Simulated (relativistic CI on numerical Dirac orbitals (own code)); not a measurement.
## d8 in a ligand field

Computed with a parametric ligand-field model of a d^n configuration (Racah B and C, spin-orbit zeta, crystal field), exact diagonalisation.

Field parameters in Wybourne normalisation: Oh B⁴₀ = 21Dq, B⁴₄ = √(5/14) B⁴₀. The field is a parameter set, without covalency.

B = 820 cm⁻¹, C = 3940 cm⁻¹ (C/B = 4.80), Oh, no spin-orbit coupling. Tanabe-Sugano data, E/B above the lowest term (Δ = |10Dq|; b, c mark the second and third term of a kind):

```
 Δ/B   3A2    3T2    3T1     1E    1T2    1A1
 1.0  0.00   1.00   1.79  15.33  16.00  22.38
 3.0  0.00   3.00   5.29  16.19  18.61  23.77
 5.0  0.00   5.00   8.68  16.61  21.03  24.96
 7.0  0.00   7.00  11.92  16.85  23.32  25.97
 9.0  0.00   9.00  15.00  17.00  25.53  26.85
11.0  0.00  11.00  17.92  17.10  27.68  27.59
13.0  0.00  13.00  20.68  17.17  29.80  28.24
15.0  0.00  15.00  23.29  17.23  31.89  28.79
17.0  0.00  17.00  25.79  17.27  33.97  29.28
19.0  0.00  19.00  28.19  17.30  36.03  29.70
21.0  0.00  21.00  30.51  17.33  38.08  30.07
23.0  0.00  23.00  32.78  17.36  40.12  30.40
25.0  0.00  25.00  35.00  17.38  42.16  30.69
27.0  0.00  27.00  37.18  17.39  44.19  30.95
29.0  0.00  29.00  39.34  17.41  46.21  31.18
31.0  0.00  31.00  41.47  17.42  48.24  31.39
33.0  0.00  33.00  43.58  17.43  50.26  31.58
35.0  0.00  35.00  45.68  17.44  52.28  31.76
37.0  0.00  37.00  47.77  17.45  54.30  31.92
39.0  0.00  39.00  49.84  17.46  56.31  32.06
41.0  0.00  41.00  51.91  17.47  58.33  32.19
43.0  0.00  43.00  53.97  17.47  60.34  32.32
45.0  0.00  45.00  56.03  17.48  62.35  32.43
47.0  0.00  47.00  58.08  17.48  64.36  32.53
```

The ground term stays 3A2.
